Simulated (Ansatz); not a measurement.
Molecule: AgF (charge 0, singlet). 
Coordinates optimised at B3LYP-D3(BJ)/def2-TZVP (Ansatz, an electronic-structure program):
SMILES: [F][Ag]
```xyz
2

Ag     0.0000     0.0000    -0.3209
F      0.0000     0.0000     1.6759
```
Charge 0, spin multiplicity 1.

Wanted: vertical ionisation energy (to the doublet state of charge +1; each state is the SCF solution reached for its spin; for the doublet the Hartree-Fock reference is unstable and T1 is 0.035), in eV. Correlated levels leave the core frozen unless marked. UHF or UKS for open shells. Spin-orbit coupling is left out. The frozen core is the preceding noble-gas configuration, with the filled d and f shells of earlier blocks. Past Kr the def2 sets carry scalar-relativistic core potentials. 

```json
[
 {"level": "SVWN5/def2-TZVPD", "program": "Ansatz", "vertical ionisation energy (eV)": "11.20"},
 {"level": "wB97M-V/def2-TZVPD", "program": "Ansatz", "vertical ionisation energy (eV)": "10.71"},
 {"level": "wB97X-V/def2-TZVPD", "program": "Ansatz", "vertical ionisation energy (eV)": "10.69"},
 {"level": "CCSD/def2-TZVPPD", "program": "Ansatz", "vertical ionisation energy (eV)": "10.69"},
 {"level": "CCSD(T)/def2-TZVPPD", "program": "Ansatz", "vertical ionisation energy (eV)": "10.83"},
 {"level": "CCSD(T)/def2-QZVPPD", "program": "Ansatz", "vertical ionisation energy (eV)": "10.96"}
]
```
